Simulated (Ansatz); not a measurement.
# Ligand exchange: C2H4ClIn + C2H5FMg → C2H4FIn + C2H5ClMg

Species: C2H4ClIn `C=[CH][InH][Cl]`, singlet; C2H5FMg `C[CH2][Mg][F]`, singlet; C2H4FIn `C=[CH][InH][F]`, singlet; C2H5ClMg `C[CH2][Mg][Cl]`, singlet. The partners trade Cl for F: In–Cl and Mg–F bonds give way to In–F and Mg–Cl.

Shapes, held fixed at every level: PBE0-D4/def2-TZVP. Flexible molecules stand in one conformer, not always the lowest. Programs: Ansatz 0.2.0. Electronic energies: no zero-point or thermal term.

(1) Estimate ΔE of this reaction.

Answers

(1) The highest level, CCSD(T)/def2-TZVPP, gives ΔE = +33.8 kJ/mol; the levels span +29.5 to +35.6. The column of differences is taken from that level and isn't an error. No measured value is set beside it here. For atoms past krypton def2 sets carry core potentials with scalar relativity. Outer-core shells of In, Mg are correlated, in sets that cover them unevenly. Times are processor times on shared x86 and Arm servers, and rough.

```json
{"level": "HF/def2-SVP", "kind": "Hartree–Fock", "ΔE (kJ/mol)": "+35.6", "less CCSD(T)/def2-TZVPP": "+1.8", "CPU time (sum over the molecules)": "–"}
{"level": "PBE-D4/def2-TZVPP", "kind": "GGA", "ΔE (kJ/mol)": "+31.3", "less CCSD(T)/def2-TZVPP": "-2.5", "CPU time (sum over the molecules)": "31 s"}
{"level": "B3LYP-D4/def2-TZVPP", "kind": "global hybrid", "ΔE (kJ/mol)": "+33.0", "less CCSD(T)/def2-TZVPP": "-0.8", "CPU time (sum over the molecules)": "58 s"}
{"level": "PBE0-D4/def2-TZVPP", "kind": "global hybrid", "ΔE (kJ/mol)": "+32.7", "less CCSD(T)/def2-TZVPP": "-1.1", "CPU time (sum over the molecules)": "36 s"}
{"level": "wB97M-V/def2-TZVPP", "kind": "range-separated hybrid", "ΔE (kJ/mol)": "+31.7", "less CCSD(T)/def2-TZVPP": "-2.1", "CPU time (sum over the molecules)": "2.1 min"}
{"level": "wB97X-V/def2-TZVPP", "kind": "range-separated hybrid", "ΔE (kJ/mol)": "+29.5", "less CCSD(T)/def2-TZVPP": "-4.3", "CPU time (sum over the molecules)": "89 s"}
{"level": "B2PLYP/def2-TZVPP", "kind": "double hybrid", "ΔE (kJ/mol)": "+32.3", "less CCSD(T)/def2-TZVPP": "-1.5", "CPU time (sum over the molecules)": "69 s"}
{"level": "CCSD(T)/def2-TZVPP", "kind": "coupled cluster or CI", "ΔE (kJ/mol)": "+33.8", "less CCSD(T)/def2-TZVPP": "0.0", "CPU time (sum over the molecules)": "7.8 min"}
```
